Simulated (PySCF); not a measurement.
FH6NOSi2, SMILES O[SiH2]N[SiH2]F. Coordinates come from a PBE-D3(BJ)/def2-SVP optimisation. This is a generated structure with no PubChem entry under its InChIKey; it may be hypothetical. One conformer was computed; it need not be the lowest.

Computed equilibrium geometry at PBE-D3(BJ)/def2-SVP (PySCF confirms it by a frequency run) as a Z-matrix (one conformer of several):
```
N
H 1 1.0268
Si 1 1.7347 2 115.56
F 3 1.6452 1 112.03 2 83.50
Si 1 1.7576 2 115.67 3 169.35
O 5 1.6790 1 114.23 2 -67.31
H 6 0.9737 5 114.90 1 -60.56
H 5 1.4951 6 103.45 7 179.97
H 3 1.4954 4 106.68 1 -118.58
H 3 1.4976 9 113.96 4 117.23
H 5 1.5036 8 112.76 6 121.74
```
Charge 0, spin multiplicity 1.
